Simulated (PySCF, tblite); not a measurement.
One entry of a table of gas-phase calculations, keyed by method. Lists by class give the value and the number of equivalent atoms.

```json
{
 "formula": "C4H8FNSi2",
 "smiles": "N[Si@@H]1C=C[SiH2]C=C1F",
 "inchi": "InChI=1S/C4H8FNSi2/c5-4-3-7-1-2-8(4)6/h1-3,8H,6-7H2/t8-/m1/s1",
 "charge": 0,
 "multiplicity": 1,
 "geometry_level": "GFN2-xTB",
 "atoms_angstrom": [
  ["N", 2.394, -0.03, -1.05],
  ["Si", 1.307, -0.189, 0.278],
  ["C", 0.111, -1.591, -0.082],
  ["C", -1.215, -1.476, -0.06],
  ["Si", -2.163, 0.113, 0.283],
  ["C", -0.988, 1.571, 0.306],
  ["C", 0.329, 1.428, 0.296],
  ["F", 1.11, 2.553, 0.312],
  ["H", 2.896, 0.838, -1.155],
  ["H", 2.978, -0.804, -1.318],
  ["H", 1.918, -0.379, 1.609],
  ["H", 0.548, -2.561, -0.299],
  ["H", -1.818, -2.356, -0.265],
  ["H", -3.168, 0.311, -0.773],
  ["H", -2.841, 0.01, 1.586],
  ["H", -1.404, 2.572, 0.321]
 ],
 "electronic_structure_code": "PySCF",
 "results": {
  "GFN2-xTB geometry": {
   "point_group": "C1",
   "rotational_constants_GHz": [1.949, 1.277, 0.826]
  },
  "CAM-B3LYP/def2-SVPD ground state and vertical TDDFT (core frozen in the response)": {
   "dipole_D": 1.81,
   "homo_eV": -8.98,
   "lumo_eV": 0.24,
   "S1_eV": 5.85,
   "strongest_line_of_8_singlets_eV": 7.04,
   "T1_tda_eV": 4.17,
   "polarisability_au": 102.2,
   "r2_bohr2_about_centre_of_nuclear_charge": 1392.7,
   "singlets_eV_and_f": [
    [5.85, 0.001],
    [6.27, 0.004],
    [6.42, 0.018],
    [6.57, 0.036],
    [6.73, 0.009],
    [6.89, 0.02],
    [7.04, 0.329],
    [7.14, 0.021]
   ],
   "triplets_tda_eV": [4.17, 4.18, 5.33]
  },
  "PBE0/pcSseg-1 ground state and GIAO shieldings, non-relativistic": {
   "shift_vs_computed_TMS_C_by_class_ppm": [
    [185.3, 1],
    [155.3, 1],
    [149.9, 1],
    [113.9, 1]
   ],
   "shift_vs_computed_TMS_H_by_class_ppm": [
    [7.35, 1],
    [7.23, 1],
    [5.98, 1],
    [5.38, 1],
    [4.85, 1],
    [4.82, 1],
    [0.5, 2]
   ],
   "shielding_other_nuclei_by_class_ppm": [
    ["N", 258.1, 1],
    ["F", 229.7, 1],
    ["Si", 401.6, 1],
    ["Si", 408.6, 1]
   ],
   "charges_hirshfeld_e_by_atom": [-0.32, 0.38, -0.13, -0.13, 0.34, -0.17, 0.0, -0.1, 0.12, 0.12, -0.09, 0.04, 0.04, -0.08, -0.08, 0.05]
  },
  "GFN2-xTB harmonic vibrations, gas phase": {
   "strongest_ir_bands_cm-1_km_per_mol_modes": [
    [509.5, 183.6, 1],
    [778.6, 276.2, 1],
    [829.5, 278.0, 1],
    [2129.4, 328.1, 1],
    [2174.6, 469.5, 1],
    [2190.5, 250.8, 1]
   ],
   "zpe_kcal_per_mol": 66.2
  }
 }
}
```

In wavenumbers S1 is 47200 cm⁻¹ (1 eV = 8065.54 cm⁻¹). With B = h/(8π²I), that is 505.379 GHz u Å² over I, the principal moments of inertia are 259.3, 395.7 and 611.9 u Å² (most abundant isotopes); the inertial defect Ic − Ia − Ib is -43.1 u Å² (zero for a rigid planar frame, negative otherwise). S1 lies 3.37 eV below the HOMO–LUMO gap; its leading configuration is HOMO→LUMO, weight 0.49, beside HOMO−3→LUMO, weight 0.38.

 NMR classes are plain means over equivalent atoms (diastereotopic ones count apart unless rotation or inversion swaps them), as if these changed places fast; in this geometry the members of some classes differ.

The values belong to the conformer `[NH2:1][Si@@H:2]1[CH:3]=[CH:4][SiH2:5][CH:6]=[C:7]1[F:8]`: H–N1–Si2–C3 161°, H–N1–Si2–C3 -59°.
